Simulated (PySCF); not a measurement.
**Ionising PbF**

UHF; basis Pb def2-SVP with ECP60, F def2-SVP; scalar-relativistic core potentials; PySCF 2.14. Neutral (UHF): doublet (π ↑), Re = 2.056 Å, ωe = 559 cm⁻¹, De = 2.36 eV, HOMO -6.90 eV, LUMO -0.18 eV.

PbF⁺ (RHF): singlet (closed shell), Re = 1.985 Å, ωe = 659 cm⁻¹. The energies at the minima are -291.20405 hartree for PbF and -290.96404 for PbF⁺.

Question: Work out the adiabatic ionisation energy, without and with harmonic zero-point energies (1 hartree = 27.2114 eV, 1 eV = 8065.5 cm⁻¹), and the change of the bond length.

Answer: At HF: 0.24001 hartree = 6.531 eV between the minima; the zero-point term (659.0 − 559.0)/2 cm⁻¹ = +0.006 eV makes it 6.537 eV. Re changes by -7.1 pm against the neutral. The electron leaves a π orbital; in so polar a molecule the change of length follows mostly from the change of the ionic charges.

These are scalar-relativistic numbers at best; spin–orbit coupling would shift them, the dissociation energy most. Hartree–Fock leaves out correlation, which carries a large part of most bond energies and some tenths to 1 eV of ionisation energies. States were picked by a PBE0 search and need not be the measured ground states.

Neutral and ion stand on different kinds of reference determinant, which adds to the error of the difference.
